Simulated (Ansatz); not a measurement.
Basis-set extrapolation for C3H6ClNSi (`C=N/C([SiH3])=C\Cl`) (PBE0-D4/def2-TZVP geometry, frozen core, the Gaussian-basis code of Ansatz). Multiplicity 1, RHF reference.

|  | def2-TZVPP | def2-QZVPP |
| --- | --- | --- |
| HF | -920.010507 | -920.039833 |
| MP2 correlation | -0.991552 | -1.064428 |
| CCSD(T) correlation | -1.094714 | not run |

Energies in hartree. Use E(X) = E(∞) + A·exp(−7.88·√X) for Hartree–Fock and E(X) = E(∞) + B·X^(−2.97) for correlation, with X = 3 and 4, and add CCSD(T) minus MP2 of the smaller set to the MP2 limit.

What is the CCSD(T) energy at the basis-set limit?

HF limit: -920.039833 + (-0.029326) × 0.13774 = -920.04387. MP2 limit: -1.064428 + (-0.072876) × 0.74074 = -1.11841. Higher-order term: -1.094714 − (-0.991552) = -0.10316. Total: -921.26544 hartree, 4.36 eV below CCSD(T)/def2-TZVPP.
